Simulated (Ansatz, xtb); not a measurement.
# Ranking isomers of CBO3

3 gas-phase structures of CBO3, found in a search over its isomers (lower ones may exist). Each was relaxed with GFN2-xTB:

A. a doublet given by its coordinates
B. `O=BO[C]=O`, a doublet
C. `O=C1O[B]O1`, a doublet

A (Å):

```xyz
5

C     0.6276    1.6737    0.1183
B    -0.6446    1.6267    1.1485
O    -1.7871    1.8422    1.4854
O     0.7050    1.1371    1.2863
O     1.2318    1.9113   -0.8611
```

Close contacts (Å): C1–B2 1.64, C1–O4 1.29, C1–O5 1.18, B2–O3 1.21, B2–O4 1.44.

Q: Which do you expect lowest at r2SCAN-D4/def2-SVP, and how would the others follow?

A: Calculated order at r2SCAN-D4/def2-SVP: B (0.0), A (7.9), C (12.3) kcal/mol.

Energies above the lowest of each column, in kcal/mol; the last columns are at BLYP-D3(BJ)/def2-SVP geometries (a dash: not run or not comparable):

```json
{"structure": "B", "GFN2-xTB": "0.0", "HF/STO-3G": "0.0", "r2SCAN-D4/def2-SVP": "0.0", "BLYP-D3(BJ)/def2-SVP": "0.0", "CCSD(T)/def2-SVP + ΔMP2/def2-TZVPP": "0.0"}
{"structure": "A", "GFN2-xTB": "10.7", "HF/STO-3G": "29.1", "r2SCAN-D4/def2-SVP": "7.9", "BLYP-D3(BJ)/def2-SVP": "relaxes to B", "CCSD(T)/def2-SVP + ΔMP2/def2-TZVPP": "–"}
{"structure": "C", "GFN2-xTB": "25.4", "HF/STO-3G": "16.5", "r2SCAN-D4/def2-SVP": "12.3", "BLYP-D3(BJ)/def2-SVP": "22.9", "CCSD(T)/def2-SVP + ΔMP2/def2-TZVPP": "15.9"}
```

Every level run on B puts it lowest or level with the lowest. Flexible structures stand in one conformer each, not always the lowest. Frequencies (BLYP-D3(BJ)/def2-SVP) were run for B, C alone. The ΔMP2 step shifts differences by up to 4.2 kcal/mol, which makes them less sure. Open shells are spin-unrestricted, some with notable spin contamination. ΔMP2 is the change of the MP2 energy from the smaller to the larger basis.

Programs: Ansatz 0.2.0, xtb 6.7.1.
